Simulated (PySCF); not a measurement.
Species: C5H9N2Si (doublet state).
Structure used (GFN2-xTB), in Å, numbered top down from 1:
```
atom  x, y, z in Å
C1     1.959    1.135    0.221
C2     1.911   -0.278    0.650
Si3    0.552   -1.478    0.292
N4    -0.813   -0.557   -0.325
C5    -1.558    0.367    0.364
C6    -2.486    0.856   -0.502
N7    -2.336    0.258   -1.719
C8    -1.344   -0.567   -1.577
H9     2.145    1.792    1.075
H10    2.794    1.295   -0.468
H11    1.040    1.444   -0.271
H12    2.783   -0.623    1.187
H13    0.834   -2.436   -0.783
H14    0.084   -2.170    1.498
H15   -1.361    0.581    1.394
H16   -3.249    1.592   -0.341
H17   -0.962   -1.199   -2.352
```

The hyperfine couplings belong to this conformer and change with its torsions.

As a line formula: `C[CH][SiH2]n1ccnc1` [radical].

Level of theory: UKS B3LYP, pcH-1 on C H N Si, non-relativistic, mean-field spin-orbit, GIAO (PySCF). Geometry: GFN2-xTB, one conformer, isolated molecule. The geometry wasn't refined by DFT: couplings that depend on bond lengths, twists or pyramidal angles can differ widely from those at the functional's own minimum. No stability test was run, so a lower SCF solution isn't excluded.

Match the computed a_iso(13C) values +79.7, -30.7 MHz with the sites C1; C2.

```
site  a_iso (MHz)  ρ(0) (bohr⁻³)                 position  distance from C2 (Å)  spin population  largest |T| (MHz)
  C1        -30.7        -0.0273           1 bond from C2                  1.48            -0.08                3.3
  C2        +79.7        +0.0710  largest spin population                  0.00            +0.99              148.5
```

ρ(0) is the spin density at the nucleus and T the dipolar tensor; a_iso includes a spin–orbit part; entries for several nuclei are means. The largest Mulliken spin populations are on C2 (+0.99) and C1 (-0.08). C2 is the only atom above +0.15. The angles at C2 add up to 360.0°, so it is planar; its axial dipolar tensor and the negative coupling of its proton fit spin in a p orbital normal to that plane.

β density exceeds α density at some nuclei, such as Si3 (-0.0595), C1 (-0.0273) and H12 (-0.0124), spin density in bohr⁻³. In a single determinant that takes different orbitals for the two spins, that is spin polarisation.

Class means assume fast exchange of nuclei equivalent by connectivity; if that motion is slow, each nucleus keeps its own coupling. The three 1H nuclei of mean +82.2 MHz run from 2.6 to 133.2 MHz in the frozen geometry. The 1H value of +59.6 MHz is a mean of couplings from 45.7 to 73.4 MHz in this one geometry, not an average over conformers.
